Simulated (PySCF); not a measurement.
## Dipole response of Be⁺ (beryllium, charge +1)

[He] 2s1, 2S determinant. Calculation: PySCF 2.14, in aug-cc-pVTZ with one added diffuse shell each of s, p, d, f type (6s5p4d3f, 62 functions); no relativity, point nucleus. Coupled (time-dependent) response in atomic units; α is the mean over directions.

```json
{"method": "UHF", "mean α (bohr³)": "24.85", "C₆ (like pair)": "70.75", "S(−4)": "1126"}
{"method": "PBE", "mean α (bohr³)": "21.57", "C₆ (like pair)": "57.53", "S(−4)": "847.5"}
{"method": "PBE0", "mean α (bohr³)": "22.27", "C₆ (like pair)": "60.28", "S(−4)": "903.8"}
{"method": "wB97X-V", "mean α (bohr³)": "22.99", "C₆ (like pair)": "63.49", "S(−4)": "951.8"}
{"method": "BHandHLYP", "mean α (bohr³)": "22.11", "C₆ (like pair)": "59.12", "S(−4)": "906.9"}
```

S(−4) is the Cauchy moment in α(ω) = α(0) + S(−4) ω² + …

α(iu) at PBE0:

```
u (hartree)  α(iu) (bohr³)
          0          22.27
     0.0500          20.22
      0.100          15.90
      0.200          8.763
      0.300          5.177
      0.500          2.397
      0.750          1.253
       1.00         0.7825
       1.50         0.3996
       2.00         0.2481
       3.00         0.1279
       5.00        0.05568
```

For an ion, C₆ is the dispersion term alone; charge-induced terms of lower order in 1/R come first.
